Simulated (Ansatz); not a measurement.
Mulliken charges of CH6NSbSi, SMILES `C[N]1[SiH2][SbH]1` from B3LYP/def2-TZVPP in Ansatz (PBE0-D4/def2-TZVP geometry).

| atom | x (Å) | y (Å) | z (Å) | charge (e) |
| --- | --- | --- | --- | --- |
| C1 | 0.467 | 1.333 | -0.399 | -0.164 |
| N2 | -0.408 | 0.195 | -0.292 | -0.447 |
| Si3 | -0.846 | -0.906 | 0.922 | 0.239 |
| Sb4 | -0.370 | -1.566 | -1.439 | 0.367 |
| H5 | 1.515 | 1.096 | -0.169 | 0.093 |
| H6 | 0.434 | 1.752 | -1.409 | 0.093 |
| H7 | 0.143 | 2.119 | 0.292 | 0.091 |
| H8 | 0.136 | -1.239 | 1.991 | -0.074 |
| H9 | -2.214 | -0.784 | 1.486 | -0.066 |
| H10 | 1.227 | -2.050 | -0.978 | -0.134 |

Problem. By hand: the dipole of these point charges (1 e Å = 4.8032 D).

Solution. Σ q r = (-0.066, -0.221, -0.346) e Å, of length 0.416 e Å = 2.00 D.

Problem. How does the dipole of the full density compare? (Estimate.)

Solution. The calculation gave: (0.039, 0.051, 0.009) e Å, 0.31 D; the point charges give 6.45 times that, at 129° from its direction, so they point the opposite way.

Point charges leave out the atoms' own dipoles, such as those of lone pairs, and Mulliken's split depends on the basis, so the two needn't agree.

B3LYP here is the variant with VWN-RPA as its local correlation; programs differ in this.
